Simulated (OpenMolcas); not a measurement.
# O²⁺: effect of correlating more closed shells

```
Program             : OpenMolcas
Basis               : ANO-RCC-VTZP [4s3p2d1f]
Scalar Hamiltonian  : DKH2, point nucleus
Active space        : 2 electrons in 3 orbitals (2p)
State averaging     : 2S+1 = 3 even, 3 roots; 2S+1 = 1 even, 6 roots
Spin-orbit coupling : RASSI with atomic mean-field integrals over the reference wave functions, term energies averaged over their components
```

Methods on the same reference wave functions:
A. CASSCF
B. SS-CASPT2, IPEA 0.25 Eh, imaginary shift 0.1 Eh (closed shells correlated: 2s)
C. SS-CASPT2, IPEA 0.25 Eh, imaginary shift 0.1 Eh (closed shells correlated: 1s 2s)

Energies in cm-1 above 2s2 2p2 3P0, the measured ground level; measured values from Moore, Selected Tables of Atomic Spectra, NSRDS-NBS 3, section 11.

```
      Level      A      B      C  Measured
2s2 2p2 3P0    0.0    0.0    0.0       0.0
2s2 2p2 3P1    114    114    114       113
2s2 2p2 3P2    336    336    336          
2s2 2p2 1D2  22739  20740  20770     20273
2s2 2p2 1S0  56077  47130  47120     43186
```

Deviations, from unrounded energies. A percentage is the sum of absolute deviations over the sum of measured energies, with the sign that they share, or ± where signs differ.

```tsv
Against measurement	Levels	A	B	C
mean absolute deviation (cm-1)	3	5100	1500	1500
fine structure of the ground term (%)	1	+0.3	+0.6	+0.6
other terms of the ground configuration (%)	2	+24.2	+7.0	+7.0
```

B, C lie about equally close to measurement and A furthest from it. The largest miss of B in the table is 2s2 2p2 1S0, by +3900 cm-1. The ranking rests on the paired levels alone, and a cruder setting can come out closer through cancelling errors.

Between B and C the level of the table that moves most is 2s2 2p2 1D2, by 29 cm-1 (lowest in B, highest in C). Moves below CASPT2's spread within the term are not significant.

The two smallest mean deviations differ by little beside CASPT2's spread within terms, so their order carries little weight.

From A to B the spin-free energies of the other terms of 2s2 2p2 shown, above 3P, scale by factors of 0.84 to 0.91.

The lowest spin-free term lies below A's lowest term by 0.081 hartree in B, 0.086 hartree in C.

What an inner shell adds also hangs on whether the basis holds functions to correlate it.

CASPT2 breaks the degeneracy within a term, and the mean is taken; among the terms shown or strongly mixed into the levels shown the widest spread is 70 cm-1 (2s2 2p2 1D, C). With the s shell closed, the reference lacks s² → p² mixing. Computed and measured levels are paired by configuration, term and J; levels that our copy of the source lacks, or whose pairing is in doubt (as where it misses far off the trend of its configuration), stay unpaired and out of the deviations. Only configurations of the active space appear.
